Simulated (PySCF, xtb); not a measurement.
InF2, SMILES [F][In][F], multiplicity 2.

Harmonic wavenumbers (cm⁻¹) from xtb with GFN2-xTB at its own minimum, in rising order: 57, 245, 249.

What does r2SCAN-D4/def2-TZVP (PySCF) give at its own minimum? (An estimate is asked for; the answer gives what the named calculation found.)

125, 552, 568. Paired by order, the mean absolute difference is 232 cm⁻¹ and the zero-point energies are 0.8 and 1.8 kcal/mol.
